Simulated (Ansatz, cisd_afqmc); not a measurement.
Species: GeHCl3, charge 0, singlet. GeHCl3 (SMILES [Cl][GeH]([Cl])[Cl]).
B3LYP-D3(BJ)/def2-TZVP minimum from Ansatz (an electronic-structure program):
```
Ge
H 1 1.5260
Cl 1 2.1441 2 110.45
Cl 1 2.1441 2 110.45 3 -120.00
Cl 1 2.1441 2 110.45 3 120.00
```
Charge 0, spin multiplicity 1.

Total energies in def2-TZVPP, 26 correlated electrons, 29 frozen orbitals. UHF or UKS for unpaired electrons; spin-orbit terms are left out. Cores are frozen in correlated methods (noble-gas shells, and filled d and f shells in the p block). No relativity. AFQMC is phaseless with a CISD trial state; ± is one standard error, without the phaseless bias. Outlying blocks are dropped, and bars are widened where a walk drifts. Over all cases where full CI ran beside it in this data, AFQMC minus full CI had a median of +0.1 mEh and passed +0.4 mEh in a tenth of the cases.

| method | program | energy (Eh) | minus AFQMC/CISD (mEh) |
|---|---|---|---|
| HF | Ansatz | -3454.62626 | 762.9 ± 0.5 |
| MP2 | Ansatz | -3455.30186 | 87.3 ± 0.5 |
| CCSD | Ansatz | -3455.35475 | 34.4 ± 0.5 |
| CCSD(T) | Ansatz | -3455.38625 | 2.9 ± 0.5 |
| AFQMC/CISD | cisd_afqmc | -3455.3891 ± 0.0005 | 0.0 |
